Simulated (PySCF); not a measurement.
# Electronic structure of Ni⁺ (nickel, charge +1) at the UHF level

Configuration: [Ar] 3d8 4p1, one real determinant (an excited configuration). Computed with PySCF 2.14 in aug-cc-pVDZ-DK (7s6p4d2f, 59 functions), with scalar relativity by spin-free X2C-1e.

| Item | Value |
| --- | --- |
| Total energy | -1518.642720 hartree |
| One-electron energy | -2098.0699 hartree |
| Hartree (Coulomb) energy | 641.7133 hartree |
| Exchange energy | -62.2861 hartree |
| ⟨S²⟩ | 3.7520 |
| ⟨L²⟩ | 14.026 |
| Sum of ⟨r⟩ | 19.10 bohr |
| Sum of ⟨r²⟩ | 28.72 bohr² |
| Traceless quadrupole moment −½Σ⟨3z² − r²⟩ along its main axis | -5.28 e·bohr² |
| Langevin diamagnetic susceptibility | -22.7 ×10⁻⁶ cm³/mol |

| shell | electrons | mean orbital energy (hartree) | spread (hartree) | rms radius, mean of both spins (bohr) |
| --- | --- | --- | --- | --- |
| 1s α | 1 | -309.15767 | 0 | 0.0624 |
| 1s β | 1 | -309.15460 | 0 | 0.0624 |
| 2s α | 1 | -39.03648 | 0 | 0.265 |
| 2s β | 1 | -38.96180 | 0 | 0.265 |
| 2p α | 3 | -33.50062 | 0.00138 | 0.238 |
| 2p β | 3 | -33.42550 | 0.00232 | 0.238 |
| 3s α | 1 | -5.49239 | 0 | 0.796 |
| 3s β | 1 | -5.29420 | 0 | 0.796 |
| 3p α | 3 | -3.82126 | 0.00018 | 0.847 |
| 3p β | 3 | -3.58265 | 0.01030 | 0.847 |
| 3d α | 5 | -1.12649 | 0.05961 | 1.09 |
| 3d β | 3 | -1.03097 | 0.00803 | 1.09 |
| 4p α | 1 | -0.40294 | 0 | 3.62 |

⟨L²⟩ = 14.03 against 20 for a pure G term, so this real determinant mixes terms.

Densities and radii are taken from the X2C orbitals without a picture-change correction, which distorts them close to the nucleus.

Spin-orbit constants ζ (cm⁻¹) from the X2C one-electron operator on these orbitals: bare nucleus, nucleus screened by l(l+1)(2l+1)/3 electrons, and screened by the Breit-Pauli mean field of the electrons.

```json
{"shell": "2p", "bare": "98590", "screened nucleus": "91550", "mean field": "88380"}
{"shell": "3p", "bare": "12210", "screened nucleus": "11340", "mean field": "10870"}
{"shell": "3d", "bare": "1179", "screened nucleus": "757.7", "mean field": "688.5"}
{"shell": "4p", "bare": "429.3", "screened nucleus": "398.6", "mean field": "378.0"}
```

To first order the Landé constant is A = -140.6 cm⁻¹, so the lowest level has J = 11/2 and lies 0.105 eV below the centre of the term. This holds in LS coupling only.
